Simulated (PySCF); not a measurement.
CH6GeO3, SMILES [CH3][Ge]([OH])([OH])[OH]. Heavy atoms are numbered as in [CH3:1][Ge:2]([OH:3])([OH:4])[OH:5]. Hydrogens are named by the atom that carries them.

Geometry optimised at PBE-D3(BJ)/def2-SVP. One conformer was computed; it need not be the lowest.

Calculation: B3LYP/pcSseg-1 (PySCF).

GIAO shieldings, no solvent; atoms alike by connectivity are averaged. δ = σ(ref) − σ: ¹³C against TMS (σ = 181.3 ppm); ⁷³Ge against GeH4 (σ = 1631.8 ppm); ¹⁷O against H2O (σ = 333.8 ppm); ¹H against TMS (σ = 31.68 ppm), references at their B3LYP-D3(BJ)/def2-TZVP geometries, non-relativistic.

```
atoms     nucleus  count  δ (ppm)
--------  -------  -----  -------
C1 (CH3)      ¹³C      1        …
Ge2          ⁷³Ge      1        …
O3 (OH)       ¹⁷O      3     75.6
H on O3        ¹H      3     1.74
H on C1        ¹H      3     1.22
```

Q: What belongs in the gaps? (The exact figures need the calculation; the answer reports its results.)

A: 
- Ge2, δ (ppm): 408.1
- C1 (CH3), δ (ppm): 3.4
